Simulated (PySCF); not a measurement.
## `N1B(Cl)NBNB1`, B3ClH5N3

Geometry:
```csv
atom,x (Å),y (Å),z (Å)
Cl1,2.941,0.588,0.857
B2,1.293,0.259,0.376
N3,0.774,-1.054,0.438
B4,-0.561,-1.354,0.053
N5,-1.354,-0.271,-0.399
B6,-0.889,1.064,-0.482
N7,0.455,1.300,-0.083
H8,1.369,-1.800,0.764
H9,-0.974,-2.448,0.112
H10,-2.305,-0.461,-0.675
H11,-1.570,1.939,-0.857
H12,0.822,2.238,-0.130
```

Computed with quadratic response CAM-B3LYP/def2-SVPD first hyperpolarisability, Taylor convention, gas phase (PySCF 2.14.0). Geometry: GFN2-xTB.

Task: Give the tensor of the second harmonic β(−2ω;ω,ω) at 1064 nm in the axes of these coordinates.

Result: In au, Taylor convention; rows are the first index (the induced dipole):
|  | xx | yy | zz | xy | xz | yz |
| --- | --- | --- | --- | --- | --- | --- |
| x | +108.1 | -28.1 | +11.3 | +30.2 | +26.1 | +15.6 |
| y | +30.1 | -19.3 | +7.5 | -27.4 | +15.4 | -5.1 |
| z | +26.1 | -5.3 | +6.2 | +15.5 | +11.5 | +7.6 |

Norm of βᵢ = ⅓ Σⱼ (βᵢⱼⱼ + βⱼᵢⱼ + βⱼⱼᵢ): 97.5 au, hyper-Rayleigh value 52.4 au.
